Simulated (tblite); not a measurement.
Compound: C5H7BrCl (doublet state).
Numbering: `[H]/[C:1]=[C:2](\[CH3:3])[C@@H:4]([Cl:5])[CH2:6][Br:7]` (hydrogens: H8 on C1; H9, H10, H11 on C3; H12 on C4; H13, H14 on C6)
Bond orders are those of one Lewis drawing.

Computed with GFN2-xTB (tblite), gas phase: L-BFGS steps from a force-field or distance-geometry start until the largest atomic force falls under 0.01 eV/Å.

Step 32: E = -620.0477 eV
```
atom  x, y, z in Å  |  force x, y, z in eV/Å
C1     -0.0027    1.3577   -1.0401   -0.015   0.003   0.002
C2     -0.4597    0.4044   -0.2906    0.016   0.037   0.006
C3     -1.8129    0.4356    0.3989    0.010  -0.010  -0.002
C4      0.3413   -0.8499   -0.0324   -0.015  -0.002  -0.012
Cl5     0.0945   -2.0015   -1.4025    0.005   0.015  -0.005
C6      1.8264   -0.5749    0.0763   -0.028  -0.005   0.003
Br7     2.1556    0.4058    1.7215    0.045   0.015  -0.002
H8     -0.2814    2.3154   -1.4071   -0.003  -0.020   0.015
H9     -2.3927   -0.4343    0.0988   -0.008  -0.016  -0.032
H10    -1.6665    0.4068    1.4773    0.014   0.011   0.012
H11    -2.3523    1.3404    0.1379   -0.018  -0.006  -0.009
H12    -0.0240   -1.3706    0.8555   -0.008  -0.006   0.017
H13     2.1628    0.0574   -0.7460    0.015  -0.035   0.015
H14     2.4109   -1.4927    0.1303   -0.009   0.019  -0.008
```

Step 33: E = -620.0480 eV
```
atom  x, y, z in Å  |  force x, y, z in eV/Å
C1     -0.0028    1.3579   -1.0400   -0.026  -0.012   0.020
C2     -0.4594    0.4050   -0.2892    0.007   0.049  -0.014
C3     -1.8142    0.4357    0.3993    0.025  -0.010  -0.010
C4      0.3416   -0.8495   -0.0318   -0.019   0.013  -0.017
Cl5     0.0964   -2.0009   -1.4028    0.002   0.020   0.001
C6      1.8269   -0.5744    0.0767   -0.033  -0.019  -0.010
Br7     2.1588    0.4052    1.7200    0.045   0.026   0.014
H8     -0.2828    2.3154   -1.4066   -0.002  -0.019   0.015
H9     -2.3932   -0.4342    0.0970    0.000  -0.013  -0.019
H10    -1.6676    0.4079    1.4779    0.005   0.005   0.001
H11    -2.3550    1.3398    0.1377   -0.007  -0.007  -0.008
H12    -0.0245   -1.3703    0.8557   -0.001  -0.007   0.016
H13     2.1659    0.0554   -0.7466    0.003  -0.031   0.016
H14     2.4091   -1.4933    0.1307    0.002   0.005  -0.005
```

Question: Estimate the geometry and energy of step 34. (The exact step hangs on the optimiser's Hessian estimate; all steps are aligned on step 33, rigid shifts and turns removed.)

Answer: E = -620.0482 eV, largest force 0.054 eV/Å
```
atom  x, y, z in Å  |  force x, y, z in eV/Å
C1     -0.0034    1.3584   -1.0398   -0.026  -0.016   0.026
C2     -0.4592    0.4059   -0.2880   -0.007   0.037  -0.020
C3     -1.8152    0.4358    0.3994    0.024  -0.007  -0.014
C4      0.3416   -0.8491   -0.0315   -0.018   0.024  -0.009
Cl5     0.0982   -2.0002   -1.4031   -0.003   0.024   0.004
C6      1.8270   -0.5745    0.0769   -0.024  -0.025  -0.012
Br7     2.1631    0.4051    1.7188    0.040   0.031   0.020
H8     -0.2850    2.3155   -1.4056   -0.002  -0.010   0.011
H9     -2.3939   -0.4341    0.0949    0.013  -0.007  -0.003
H10    -1.6688    0.4093    1.4784   -0.003  -0.004  -0.014
H11    -2.3576    1.3390    0.1371    0.005  -0.009  -0.007
H12    -0.0248   -1.3702    0.8562    0.003  -0.004   0.007
H13     2.1696    0.0524   -0.7469   -0.011  -0.021   0.011
H14     2.4076   -1.4938    0.1310    0.009  -0.012   0.000
```

The energy changes by -0.0003 eV. The first-order estimate −F·Δx gives -0.0004 eV and the mean of the old and new forces, exact on a quadratic surface, -0.0003 eV. The step makes an angle of 67° with the force vector and moves no atom by more than 0.005 Å.

What follows is the cost of the whole relaxation. Hardware: Arm Neoverse V2, one thread, no GPU, shared host with 96 logical CPUs at a one-minute load of 35. Cost: 0.55 s wall.
